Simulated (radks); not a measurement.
Results of a calculation; reference values are marked as such.
Problem. Ni4+, configuration [Ar] 3d6. Level of theory: non-relativistic Kohn-Sham, TPSS, spin-unpolarised, spherical densities, point nucleus; meta-GGA in the generalised Kohn-Sham scheme (a radial shooting solver on a logarithmic mesh with Libxc functionals). Some entries of the table are withheld. Estimate them.

| orbital | occ. | eigenvalue (eV) | <r> (bohr) | r(max) (bohr) |
|---|---|---|---|---|
| 1s | 2 | (1) | (2) | 0.03614 |
| 2s | 2 | -1031.097 | 0.2480 | 0.2073 |
| 2p | 6 | -906.8316 | (3) | 0.1660 |
| 3s | 2 | -171.1655 | 0.7368 | 0.6427 |
| 3p | 6 | (4) | 0.7608 | (5) |
| 3d | 6 | (6) | 0.8370 | 0.6052 |

Solution. 
(1) 1s eigenvalue (eV): -8201.973
(2) 1s <r> (bohr): 0.05480
(3) 2p <r> (bohr): 0.2166
(4) 3p eigenvalue (eV): -132.7497
(5) 3p r(max) (bohr): 0.6437
(6) 3d eigenvalue (eV): -68.7109
